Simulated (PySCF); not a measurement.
Gas-phase reaction: 3 ZnCH3 + 3 H = 3 ZnH2 + C3H6 (cyclic)

Method: PySCF energies (xtb for GFN2) plus ideal-gas RRHO corrections (1 bar). † marks an energy on the PBE0/def2-TZVP geometry and frequencies; other levels use their own. MP2 and CCSD(T) freeze the core. Open shells (unrestricted): ZnCH3 (multiplicity 2), H (multiplicity 2); the rest are closed-shell singlets. GFN2 has no spin-polarisation term. B3LYP is the form with VWN-RPA correlation. Zn: all electrons, no relativistic terms. ZnCH3, ZnH2: computed as isolated molecules; such fragments, hydroxides, amides, oligomers or adducts are transient or little studied in the gas. MP2 isn't extrapolated to the basis-set limit; its ΔH°(298 K) is -733.1 kJ in def2-SVP and -748.3 kJ in def2-TZVPP. CCSD(T) isn't extrapolated to the basis-set limit; its ΔH°(298 K) is -760.9 kJ in def2-SVP and -772.9 kJ in def2-TZVPP. The harmonic model lacks anharmonicity and excited electronic states, which grow with temperature; levels with a mode under 35 cm⁻¹ are left out.

| level | ΔE electronic, kJ | ΔH°(298 K), kJ | ΔS°(298 K), J/K | ΔG°(1800 K), kJ |
|---|---|---|---|---|
| B3LYP/def2-TZVP† | -785 | -762 | -268 | -244 |
| CCSD(T)/def2-SVP† | -784 | -761 | -268 | -243 |
| CCSD(T)/def2-TZVPP† | -796 | -773 | -268 | -255 |
| GFN2-xTB | -1349 | -1334 | -273 | -814 |
| MP2/def2-TZVPP† | -771 | -748 | -268 | -230 |
| PBE/def2-SVP | -766 | -746 | -268 | -230 |
| PBE/def2-TZVP† | -761 | -738 | -268 | -219 |
| PBE0/def2-SVP† | -773 | -750 | -268 | -231 |
| PBE0/def2-TZVP | -766 | -743 | -268 | -224 |
| ωB97M-V/def2-TZVP† | -825 | -802 | -268 | -284 |
| ωB97X-V/def2-TZVP† | -842 | -819 | -268 | -300 |
ΔH° is lowest at GFN2-xTB and highest at PBE/def2-TZVP†. No reference value is set beside these.
